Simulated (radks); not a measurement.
Q: All-electron atom: the tungsten ion W30+ in [Kr] 4d8. Calculated with a radial shooting solver on a logarithmic mesh with Libxc functionals: scalar-relativistic Kohn-Sham, PBEsol, spin-polarised, spherical densities, finite nucleus; open shells are filled with parallel spins first (spin-orbit coupling, left out, can overturn this in heavy ions); Fermi nuclear charge, rms radius 5.3658 fm. Some entries of the table are withheld. Estimate them.

orbital,occ.,eigenvalue (eV),<1/r> (bohr^-1),r(max) (bohr)
1s up,1,-70541.06,87.02,0.01146
1s down,1,-70541.01,87.02,0.01146
2s up,1,-13091.97,20.34,0.06571
2s down,1,-13090.02,20.34,0.06571
2p up,3,-11591.01,18.44,0.05391
2p down,3,-11589.41,18.44,0.05390
3s up,1,-3860.914,7.571,0.1851
3s down,1,-3859.851,7.572,0.1851
3p up,3,-3415.817,6.998,0.1831
3p down,3,-3414.656,6.999,0.1831
3d up,5,-2907.001,6.607,0.1491
3d down,5,-2905.343,6.607,0.1491
4s up,1,-1567.934,3.475,0.4061
4s down,1,-1563.531,3.474,0.4060
4p up,3,-1409.118,3.229,0.4205
4p down,3,-1404.785,3.227,0.4204
4d up,5,-1214.209,(1),0.4189
4d down,3,-1209.885,(2),0.4189
5s up,0,-832.0982,(3),0.7639
5s down,0,-830.1337,(4),0.7649
5p up,0,-765.0488,1.779,0.8017
5p down,0,-763.2567,1.776,0.8029

A: 
(1) 4d up <1/r> (bohr^-1): 2.999
(2) 4d down <1/r> (bohr^-1): 2.997
(3) 5s up <1/r> (bohr^-1): 1.894
(4) 5s down <1/r> (bohr^-1): 1.891
